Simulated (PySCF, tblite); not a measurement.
Compound: C5H7FOSi.
Atom-mapped SMILES: `[CH:1]#[C:2][Si@@H:3]1[C@@H:4]([F:5])[C@@H:6]1[O:7][CH3:8]` (hydrogens: H9 on C1; H10 on Si3; H11 on C4; H12 on C6; H13, H14, H15 on C8)

Cartesian coordinates in Å at the GFN2-xTB level; atoms count from 1:
```xyz
15
C5H7FOSi angstrom
C      3.4717    0.4534   -0.3015
C      2.4971    0.2194    0.3644
Si     1.0243   -0.1187    1.4005
C     -0.1467   -1.4243    0.6645
F     -0.8838   -2.2714    1.4600
C     -0.6767    0.0169    0.5688
O     -0.7775    0.5766   -0.7068
C     -1.8939    0.1101   -1.4324
H      4.3162    0.6540   -0.8957
H      1.1055    0.0187    2.8410
H      0.0680   -1.9208   -0.2773
H     -1.5609    0.1939    1.1866
H     -2.8290    0.3694   -0.9209
H     -1.8590   -0.9761   -1.5704
H     -1.8596    0.6011   -2.4028
```

Jobs on this species (15 atoms, 68 electrons) with PySCF (density fitting) and tblite. Hardware of each: an Arm Neoverse N1 with one thread, no GPU (shared host). Times come from a shared host and carry two figures at best.

```
 level and settings                                                                                                  work  basis functions  SCF cycles  wall time
      PBE0/pcSseg-1    shieldings, ring-centre shieldings, charges and field gradients, density and orbital grids written              178           ?          ?
           GFN2-xTB                                                                                     L-BFGS relaxation                –           –          ?
           GFN2-xTB                                                                         Hessian by finite differences                –           –     0.86 s
CAM-B3LYP/def2-SVPD  8 singlets by full TDDFT, 3 Tamm–Dancoff triplets, polarisability, density and orbital grids written              226          14    1.9 min
```

Problem. Fill in the missing figures.

Solution. 
- PBE0/pcSseg-1; shieldings, ring-centre shieldings, charges and field gradients, density and orbital grids written: 61 s, 15 SCF cycles
- GFN2-xTB; L-BFGS relaxation: 1.2 s

Problem. What do all jobs in the table cost together?

Solution. About 3.0 min; the longest takes about 64 % of that, and about 130 times as long as the shortest.
